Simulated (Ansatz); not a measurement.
Basis sets compared for the cluster Ca6O5 (the lowest singlet isomer of a short search). The state is a singlet with charge 0. Geometry PBE-D4/def2-SVP. Ansatz on 4 threads of AMD EPYC 7B13 on a shared host; times are rough, and most runs start from earlier orbitals.

| atom | x (Å) | y (Å) | z (Å) |
| --- | --- | --- | --- |
| Ca1 | -0.8135 | 1.3090 | -0.4287 |
| Ca2 | 0.5596 | -1.4258 | 0.5086 |
| Ca3 | -2.4317 | -2.4054 | 0.8714 |
| Ca4 | 2.1738 | 2.3374 | -0.8296 |
| Ca5 | 0.3194 | 5.0737 | -1.7963 |
| Ca6 | -0.5760 | -5.2050 | 1.7401 |
| O7 | -0.4706 | -3.2550 | 1.1322 |
| O8 | -1.4842 | -0.6387 | 0.2594 |
| O9 | 1.2418 | 0.2760 | -0.9060 |
| O10 | 0.2226 | 3.1479 | -1.0924 |
| O11 | 1.2588 | 0.7857 | 0.5411 |

The 6-31G sets use Cartesian d functions. B3LYP takes the VWN-RPA correlation. The structure holds one bond between oxygen atoms, so isomers without such links may lie far lower. The restricted singlet is unstable towards broken spin symmetry in Hartree–Fock (as tested in another run); at PBE-D4/def2-SVP, PBE-D4/def2-TZVP, B3LYP-D4/6-31G, B3LYP-D4/def2-TZVP and others this wasn't settled. The structure comes from a short search, and lower isomers may exist.

Binding counts from free atoms (Ca singlet, O triplet) in the same basis, without a counterpoise term.

```
           level  functions  energy (Eh)  HOMO (eV)  LUMO (eV)  binding per atom (eV)  wall time
 PBE-D4/def2-SVP        214   -4439.6365      -2.86      -2.00                   3.98      5.5 s
  B3LYP-D4/6-31G        219   -4441.9731      -3.18      -1.69                   3.58       11 s
PBE0-D4/def2-SVP        214   -4439.8623      -3.30      -1.59                   3.70      9.5 s
```

(1) Estimate the rows for PBE-D4/def2-TZVP, B3LYP-D4/def2-TZVP, PBE0-D4/def2-TZVP.

Answers

(1) 
| level | functions | energy (Eh) | HOMO (eV) | LUMO (eV) | binding per atom (eV) | wall time |
| --- | --- | --- | --- | --- | --- | --- |
| PBE-D4/def2-TZVP | 371 | -4440.5747 | -2.86 | -2.00 | 3.84 | 10 s |
| B3LYP-D4/def2-TZVP | 371 | -4442.3843 | -3.20 | -1.71 | 3.58 | 27 s |
| PBE0-D4/def2-TZVP | 371 | -4440.7935 | -3.30 | -1.58 | 3.58 | 27 s |
